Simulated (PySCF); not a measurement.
# Computed properties of F2S, SMILES FSF

F₂S, SMILES S(F)F. Geometry: r2SCAN-D4/def2-TZVP. The values are those of a single conformer. All values are computed for the isolated molecule unless a solvent is named; none is compared with measurement here.

**Structure.** The optimised structure has C2v symmetry. All 3 harmonic modes at r2SCAN-D4/def2-TZVP (PySCF) are real, so it is a minimum. With heavy atoms numbered as in [F:1][S:2][F:3], the shortest bond between them is F1–S2 at 1.602 Å and the longest S2–F3 at 1.602 Å.

**Vibrations.** The strongest infrared lines (harmonic, unscaled, degenerate partners summed) lie at 806 cm⁻¹ (146 km/mol, F 59 %, S 41 %), 834 cm⁻¹ (73 km/mol, F 63 %, S 37 %), 345 cm⁻¹ (4 km/mol, F 83 %, S 17 %). The softest mode is at 345 cm⁻¹ and the zero-point energy is 2.8 kcal/mol.

**Electronic structure.** r2SCAN/def2-TZVPD (PySCF) places the frontier levels at -6.12 and -2.76 eV, a gap of 3.36 eV, and gives a dipole moment of 0.90 D and a mean polarisability of 24.4 bohr³. PBE/def2-TZVPD (PySCF) at the same geometry gives -5.85 and -3.02 eV, so its gap is 0.53 eV narrower. An orbital gap is neither the optical nor the fundamental gap.

**Excitations.** TDA-M06-2X/def2-TZVPD (PySCF) has S1 at 3.25 eV (382 nm, f = 0.000, dark); the most intense of the 10 singlets computed lies at 6.81 eV (f = 0.07). T1 (TDA) is at 2.53 eV, 0.72 eV under S1. TDA-PBE/def2-TZVPD (PySCF) puts S1 at 3.20 eV. No vertical singlet excitation falls in the visible range (under 3.1 eV).

**NMR.** GIAO shifts at HF/pcSseg-2 (PySCF) (non-relativistic, atoms alike by connectivity averaged): ¹⁹F at -170.2 ppm against CFCl3.
